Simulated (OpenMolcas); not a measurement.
# Ne4+: effect of the basis set

* Program: OpenMolcas
* Method: SS-CASPT2, IPEA 0.25 Eh, imaginary shift 0.1 Eh (closed shells correlated: 1s 2s)
* Active space: 2 electrons in 3 orbitals (2p)
* State averaging: 2S+1 = 3 even, 3 roots; 2S+1 = 1 even, 6 roots
* Spin-orbit coupling: RASSI with atomic mean-field integrals over the reference wave functions, term energies averaged over their components

A. ANO-RCC-VDZP [3s2p1d], DKH2, point nucleus; CASPT2 step of the order of 0.9 core-seconds
B. ANO-L-VTZP [4s3p2d1f], non-relativistic, point nucleus; CASPT2 step roughly 0.6 core-seconds
C. ANO-RCC-VTZP [4s3p2d1f], DKH2, point nucleus; CASPT2 step about 0.9 core-seconds
D. ANO-R3 [4s4p2d1f], X2C, finite nucleus; CASPT2 step about 0.6 core-seconds
E. ANO-R2 [4s4p2d1f], X2C, finite nucleus; CASPT2 step about 1.5 core-seconds
F. ANO-RCC-VQZP [5s4p3d2f1g], DKH2, point nucleus; CASPT2 step roughly 1 core-seconds

Energies in cm-1 above 2s2 2p2 3P0, the measured ground level; measured values from NIST levels in Podobedova, Fuhr, Reader and Wiese, J. Phys. Chem. Ref. Data 33, 525 (2004).

```json
{"Level": "2s2 2p2 3P0", "A": "0.0", "B": "0.0", "C": "0.0", "D": "0.0", "E": "0.0", "F": "0.0", "Measured": "0.0"}
{"Level": "2s2 2p2 3P1", "A": "411", "B": "401", "C": "412", "D": "402", "E": "402", "F": "404", "Measured": "412"}
{"Level": "2s2 2p2 3P2", "A": "1189", "B": "1160", "C": "1191", "D": "1162", "E": "1162", "F": "1168", "Measured": "1110"}
{"Level": "2s2 2p2 1D2", "A": "32300", "B": "31270", "C": "30880", "D": "31050", "E": "31050", "F": "30630", "Measured": "30292"}
{"Level": "2s2 2p2 1S0", "A": "71170", "B": "69780", "C": "68940", "D": "69170", "E": "69170", "F": "68420", "Measured": "63914"}
```

Deviations, from unrounded energies. A percentage is the sum of absolute deviations over the sum of measured energies, with the sign that they share, or ± where signs differ.

```json
{"Against measurement": "mean absolute deviation (cm-1)", "Levels": "4", "A": "2300", "B": "1700", "C": "1400", "D": "1500", "E": "1500", "F": "1200"}
{"Against measurement": "fine structure of the ground term (%)", "Levels": "2", "A": "±5.3", "B": "±4.0", "C": "±5.3", "D": "±4.1", "E": "±4.1", "F": "±4.4"}
{"Against measurement": "other terms of the ground configuration (%)", "Levels": "2", "A": "+9.8", "B": "+7.3", "C": "+6.0", "D": "+6.4", "E": "+6.4", "F": "+5.1"}
```

F lies closest to measurement on these levels and A furthest from it. The largest miss of F in the table is 2s2 2p2 1S0, by +4500 cm-1. The ranking rests on the paired levels alone, and a cruder setting can come out closer through cancelling errors.

Among A to F the level of the table that moves most is 2s2 2p2 1S0, by 2700 cm-1 (lowest in F, highest in A). Moves below CASPT2's spread within the term are not significant.

Term energies are means over components that CASPT2 splits; among the terms shown or strongly mixed into the levels shown the widest spread is 72 cm-1 (2s2 2p2 1D, C). With the s shell closed, the reference lacks s² → p² mixing. The basis is small and was not contracted for so high a charge (holds for A). Computed and measured levels are paired by configuration, term and J; levels that our copy of the source lacks, or whose pairing is in doubt (as where it misses far off the trend of its configuration), stay unpaired and out of the deviations. Levels of configurations outside the active space are missing.
